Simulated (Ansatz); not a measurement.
`C[SiH2][AsH2]` and `C[SiH2]O` differ in one atom or group.

Ansatz, PBE0-D4/def2-TZVP geometries, multiplicity 1. Each molecule was computed in one conformer, which needn't be the lowest.

Scalar relativity is left out up to krypton.

```tsv
property	`C[SiH2][AsH2]`
HOMO–LUMO gap (PBE/def2-TZVPP) / eV	5.70
HOMO–LUMO gap (B3LYP/def2-TZVPP) / eV	7.12
LUMO energy (PBE/def2-TZVPP) / eV	-0.54
zero-point energy (PBE0-D4/def2-TZVP) / kJ/mol	182.4
size of the dipole moment (ωB97M-V/def2-TZVPP) / D	0.95
ideal-gas entropy at 298 K and 1 bar (rigid rotor, harmonic PBE0-D4/def2-TZVP) / J/(mol·K)	332
```

Give the same properties after the change, and the shifts. (Estimate.)

The calculation gave: 
```tsv
property	`C[SiH2]O`	shift
HOMO–LUMO gap (PBE/def2-TZVPP) / eV	6.55	0.85
HOMO–LUMO gap (B3LYP/def2-TZVPP) / eV	8.37	1.25
LUMO energy (PBE/def2-TZVPP) / eV	-0.40	0.14
zero-point energy (PBE0-D4/def2-TZVP) / kJ/mol	177.1	-5.3
size of the dipole moment (ωB97M-V/def2-TZVPP) / D	1.68	0.73
ideal-gas entropy at 298 K and 1 bar (rigid rotor, harmonic PBE0-D4/def2-TZVP) / J/(mol·K)	297	-35
```

With PBE0 the HOMO falls by 1.13 eV and the LUMO rises by 0.21 eV, so the gap widens by about 1.34 eV. PBE moves the HOMO by -0.70 eV and ωB97M-V by -1.37 eV. The zero-point energy changes by -5.3 kJ/mol with -3 modes. Dipoles are sizes alone; their direction can turn.

B3LYP here is the variant with VWN-RPA as its local correlation; programs differ in this.
